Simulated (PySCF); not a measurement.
# Working out the ionisation energy of F(2+)

F(2+) [He] 2s2 2p3 (4S) → F(3+) [He] 2s2 2p2 (3P). Calculation: PySCF 2.14, in aug-cc-pCVTZ-DK; the spin-free X2C one-electron Hamiltonian (Gaussian nucleus). Frozen: nothing. Energies in hartree (1 hartree = 27.21139 eV):

| part | F(2+) (lower) | F(3+) (upper) |
| --- | --- | --- |
| UHF | -97.692200 | -95.405502 |
| MP2 opposite-spin | -0.120522 | -0.114199 |
| MP2 same-spin | -0.037100 | -0.019758 |

**Question.** What does Hartree-Fock give?

**Answer.** (-95.405502) − (-97.692200) = 2.286698 hartree = 62.224 eV.

**Question.** What do MP2 and SCS-MP2 (6/5 opposite-spin, 1/3 same-spin) give?

**Answer.** The opposite-spin parts differ by 0.172 eV and the same-spin parts by 0.472 eV. MP2: 62.224 + (0.172) + (0.472) = 62.868 eV. SCS-MP2: 62.224 + 1.2 × (0.172) + (0.472)/3 = 62.588 eV.

A first-order spin-orbit estimate adds -0.053 eV to MP2 (valence and next inner shell), giving 62.815 eV against 62.708 eV (semi-empirical (NIST evaluation); NIST Atomic Spectra Database, ionization energies).

What remains against the reference includes basis incompleteness and correlation beyond second order.
